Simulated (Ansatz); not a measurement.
CH3Cl2Si, SMILES C[Si](Cl)Cl (connectivity only; charge and spin as stated), charge +1, multiplicity 1.

Geometry optimised at r2SCAN-D4/def2-SVP. The spin state was assumed, not searched. The isomer is the one that the SMILES or the coordinates give; other isomers of the formula were not compared.

Two levels are set side by side: PBE/def2-SVPD (Ansatz, a first-principles code) and CAM-B3LYP/def2-SVPD (Ansatz). Energy differences of separate SCF runs at the same geometry; the states with an electron removed or added have multiplicity 2 and 2. Differences are taken from unrounded values.

```
quantity                           CAM-B3LYP    PBE  PBE minus CAM-B3LYP
---------------------------------  ---------  -----  -------------------
vertical ionisation energy (eV)        17.76  17.08                -0.67
vertical electron affinity (eV)         6.25   6.21                -0.04
vertical singlet–triplet gap (eV)       5.70   5.09                -0.61
```
